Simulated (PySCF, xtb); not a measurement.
Al(Br)(vinyl)(NH2) (C2H5AlBrN), SMILES C=[CH][Al]([NH2])[Br].

xtb with GFN2-xTB at its own geometry gives an orbital gap of 4.03 eV and a dipole moment of 5.39 D.

Geometry optimised at ωB97X-D3(BJ)/def2-SVP. The structure was generated by enumeration; whether it is a known compound was not checked. One conformer was computed; it need not be the lowest.

Q: What does ωB97X/def2-TZVP in PySCF give? (Estimate from the structure and the level; the computed values follow.)

A: gap 10.94 eV (levels -10.02 and 0.93 eV), dipole 2.47 D.
